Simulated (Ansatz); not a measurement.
**How methods differ on BH2Br (SMILES BBr)**

BH2Br: 4 atoms, total charge 0, spin state singlet. SMILES: `BBr`. Geometry: relaxed at PBE0-D4/def2-TZVP.

```xyz
4

B    -0.1539    0.0250   -0.0969
Br    1.4701   -0.3634    0.7908
H    -1.1112   -0.6173    0.1917
H    -0.1495    0.8954   -0.9059
```

Quantity: the energy change with the B1–H3 bond stretched from 1.188 to 2.971 Å, in eV. The values are calculated.

| level | kind | program | value (eV) | less FCI/STO-3G |
| --- | --- | --- | --- | --- |
| HF/STO-3G (restricted) | Hartree–Fock | Ansatz | 9.99 | +4.60 |
| BHLYP/STO-3G (restricted) | global hybrid | Ansatz | 8.54 | +3.15 |
| r2SCAN0/STO-3G (restricted) | hybrid meta-GGA | Ansatz | 8.06 | +2.67 |
| HSE06/STO-3G (restricted) | range-separated hybrid | Ansatz | 7.77 | +2.38 |
| wB97M-V/STO-3G (restricted) | range-separated hybrid | Ansatz | 8.18 | +2.79 |
| MP2/STO-3G (restricted) | perturbation theory | Ansatz | 7.08 | +1.69 |
| BCCD(T)/STO-3G (restricted) | coupled cluster or CI | Ansatz | 5.38 | -0.01 |
| CCSDT(Q)/STO-3G (restricted) | coupled cluster or CI | Ansatz | 5.40 | +0.01 |
| FCI/STO-3G | exact in the basis | Ansatz | 5.39 | 0.00 |

FCI/STO-3G is exact within its basis and frozen core, so for wave-function methods in that basis the difference is their error; functionals converge differently with the basis, so for them it is only a difference. A spin-restricted reference rises too steeply as a bond breaks; here HF/STO-3G, BHLYP/STO-3G, r2SCAN0/STO-3G, HSE06/STO-3G, wB97M-V/STO-3G, MP2/STO-3G lie well above the multireference or unrestricted value. All-electron rows without a relativistic Hamiltonian named are non-relativistic. The first shape isn't each level's own minimum. The values span 5.38 to 9.99 eV. All rows use very small basis sets, so none should be taken for the real molecule's value. In the correlated wave-function rows the outer d shell of Br is correlated, in sets not made for it.
